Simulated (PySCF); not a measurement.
C4H3BO. Atoms are numbered in the order given.

```xyz
9

B     -0.4267    -0.0098     0.0000
C      0.3808     1.3003     0.0000
C      1.0076     2.3438     0.0000
H      1.5696     3.2610     0.0000
C      0.2948    -1.3620     0.0000
C      0.9005    -2.4173     0.0000
H      1.4296    -3.3536     0.0000
O     -1.7794     0.0063     0.0000
H     -2.1325     0.9030     0.0000
```

The structure is a stationary point at PBE0-D3(BJ)/def2-SVP. The values are those of a single conformer.

Computed with PySCF with PBE0-D3(BJ)/def2-SVP.

No scaling factor is applied to the harmonic values.

List the normal modes with their intensities. (The exact figures need the calculation; the answer reports its results.)


```tsv
mode	ν (cm⁻¹)	IR (km/mol)	moving atoms (share of kinetic energy)
1	114	1.7	C 64 %, H 18 %, O 11 %
2	186	9.0	C 58 %, H 18 %, B 14 %, O 10 %
3	219	3.2	C 51 %, O 30 %, H 16 %
4	277	3.8	C 82 %, H 18 %
5	463	12.4	C 68 %, O 18 %, H 12 %
6	507	9.9	C 89 %, H 8 %
7	623	20.3	H 62 %, B 23 %, C 13 %
8	660	10.4	C 52 %, O 34 %
9	683	135.4	B 47 %, H 28 %, C 14 %, O 11 %
10	712	32.9	H 75 %, C 25 %
11	717	39.6	H 74 %, C 26 %
12	768	15.0	H 74 %, C 26 %
13	770	40.6	H 74 %, C 26 %
14	970	155.0	H 59 %, B 22 %, C 12 %
15	1232	352.1	B 57 %, H 27 %, C 9 %
16	1403	301.5	B 70 %, O 26 %
17	2188	48.8	C 90 %, H 9 %
18	2201	146.8	C 89 %, H 9 %
19	3476	49.5	H 86 %, C 14 %
20	3479	42.4	H 86 %, C 14 %
21	3895	109.3	H 94 %
```
